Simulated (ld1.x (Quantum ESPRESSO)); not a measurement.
Cutoff test, Sn, TM

tin (Sn), norm-conserving Troullier–Martins (Kleinman–Bylander form), made with ld1.x (Quantum ESPRESSO) 7.5 (LDA (PZ), scalar-relativistic). Core [Kr] 4d10, reference 5s2 5p2. Waves: 5p (bound): rc 1.80 bohr; 5s (bound): rc 1.90 bohr. Local part: the s channel. Core correction: none.

The pseudo-atom Hamiltonian at the reference potential is diagonalised in spherical Bessel functions j_l(qr) that vanish at 20 bohr, with q² up to the cutoff. All-electron valence levels (Ry): 5p -0.2847, 5s -0.7948.

Question: How do the lowest levels (Ry) of each channel move with the cutoff, and are there ghosts?

Answer:

```
cutoff (Ry)       p #1     p #2     s #1     s #2    d #1    f #1    f #2  Σ f·Δε (mRy)
          8    -1.0230   0.0004  -0.7778  -0.0308  0.0424  0.1068  0.2268         604.1
         15   -45.4206  -0.2205  -0.7870  -0.0319  0.0422  0.1068  0.2268         144.2
         21   -93.4380  -0.2601  -0.7917  -0.0323  0.0420  0.1068  0.2268          55.4
         35  -142.4490  -0.2840  -0.7945  -0.0325  0.0420  0.1068  0.2268           2.0
         45  -143.0162  -0.2842  -0.7947  -0.0325  0.0420  0.1068  0.2268           1.3
         60  -143.5915  -0.2845  -0.7948  -0.0326  0.0420  0.1068  0.2268           0.4
        400  -144.5064  -0.2847  -0.7948  -0.0326  0.0420  0.1068  0.2268           0.0
```

Result: ghost state, extra bound levels that the all-electron valence spectrum of the same l lacks: p at -1966.1 eV (a true bound ghost makes a file unfit for plane-wave use); 10 mRy is reached at 30 Ry and 1 mRy at 50 Ry.
